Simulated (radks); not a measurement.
Numerical settings for neutral fluorine, [He] 2s2 2p5. All-electron calculation, non-relativistic Kohn-Sham, PBE, spin-polarised, spherical densities, point nucleus; open shells are filled with parallel spins first. Program: a radial shooting solver on a logarithmic mesh with Libxc functionals. The defaults (mesh step 0.008 in ln r, mesh end at 40 bohr or more with all orbitals vanishing there, Anderson mixing 0.5 over 9 steps, residual threshold near 1e-9 with the energy settled to 1e-9 hartree or 1e-11 of itself, here a cap of 97 iterations) give E = -99.6657 hartree and 2p at -10.235 eV in 14 iterations. Run on one thread of a shared host, so times are rough (Arm Neoverse N1): 0.11 s of CPU time, 0.11 s wall, 14 iterations on 2496 mesh points. Changes against that run (0 stands for a change within the tolerance of the run):

mesh step in ln r 0.02: iterations 14; converged yes; E (mhartree) 0; e(2p) (meV) 0; CPU (s) 0.05
mesh step in ln r 0.2: iterations 97; converged no; E (mhartree) -5.87e+05; CPU (s) 0.27
mesh step in ln r 0.005: iterations 14; converged yes; E (mhartree) 0; e(2p) (meV) 0; CPU (s) 0.16
mesh end (bohr) 5: iterations 14; converged yes; E (mhartree) +3.68; e(2p) (meV) +226; CPU (s) 0.1
mesh end (bohr) 2: iterations 14; converged level above zero; E (mhartree) +1.66e+03; e(2p) (meV) +2.24e+04; CPU (s) 0.08
residual threshold 0.1: iterations 10; converged yes; E (mhartree) 0; e(2p) (meV) -0.0994; CPU (s) 0.08
residual threshold 1e-13: iterations 97; converged no; E (mhartree) 0; e(2p) (meV) 0; CPU (s) 0.52
mixing 0.2: iterations 17; converged yes; E (mhartree) 0; e(2p) (meV) 0; CPU (s) 0.13
linear mixing, mixing 0.05: iterations 97; converged no; E (mhartree) +0.00221; e(2p) (meV) -81.4; CPU (s) 0.59
linear mixing, mixing 0.5: iterations 33; converged yes; E (mhartree) 0; e(2p) (meV) 0; CPU (s) 0.2
mixing history 3: iterations 18; converged yes; E (mhartree) 0; e(2p) (meV) 0; CPU (s) 0.12
iteration cap 5: iterations 5; converged no; E (mhartree) +0.665; e(2p) (meV) +382; CPU (s) 0.04

Settled on a wrong energy, with an occupied level pushed above zero by the early mesh end: mesh end (bohr) 2 (+1.66 hartree). Apart from these: settings that end as converged yet miss the energy by more than 1 mhartree: mesh end (bohr) 5 (+0.00368 hartree). A mesh that ends early acts as a hard wall.
